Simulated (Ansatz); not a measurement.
Geometry optimisation, UKS PBE/6-31G* (Ansatz 0.2.0).

Input file:

```yaml
crystal:
  periodic: [false, false, false]
  atoms:
    - { symbol: Al, position_ang: [-0.001179, -0.009707, -0.097233] }
    - { symbol: Cl, position_ang: [-0.277532, 0.434476, 2.036197] }
    - { symbol: O, position_ang: [1.2573, -1.172305, -0.116673] }
    - { symbol: H, position_ang: [1.401796, -1.232781, 0.850032] }
    - { symbol: O, position_ang: [-0.840533, 0.660337, -1.423988] }
    - { symbol: H, position_ang: [-1.539952, 1.31998, -1.248336] }
magnetization:
  spin_polarized: true
basis:
  gaussian: { orbitals: "6-31G*" }
hamiltonian:
  xc: pbe
relax:
  f_tol: 0.03
  max_steps: 50
```

Launched with:

```bash
$ ansatz run input.yaml --threads 2 --pin off --max-ram 3072MiB --backend cpu --events-out ev --progress --plain --runs-dir out
```

Task: Where does it end, and by what steps?

Result: The forces met the threshold. After 4 steps the energy has fallen by 0.230 eV; H4 moved furthest, 0.41 Å.

| step | energy less start (eV) | largest force component (eV/Å) | accepted |
| --- | --- | --- | --- |
| 0 | 0.0000 | 0.966 | yes |
| 1 | -0.1293 | 0.582 | yes |
| 2 | -0.2015 | 0.461 | yes |
| 3 | -0.2211 | 0.540 | yes |
| 4 | -0.2299 | 0.019 | yes |

```xyz
6
Properties=species:S:1:pos:R:3
Al -0.014 0.023 0.056
Cl -0.556 0.689 1.996
O 1.228 -1.137 -0.156
H 1.647 -1.488 0.650
O -0.803 0.625 -1.341
H -1.502 1.289 -1.205
```

Time of the run: 17 s on 2 threads of Arm Neoverse N1 (shared host), peak memory 0.15 GiB.
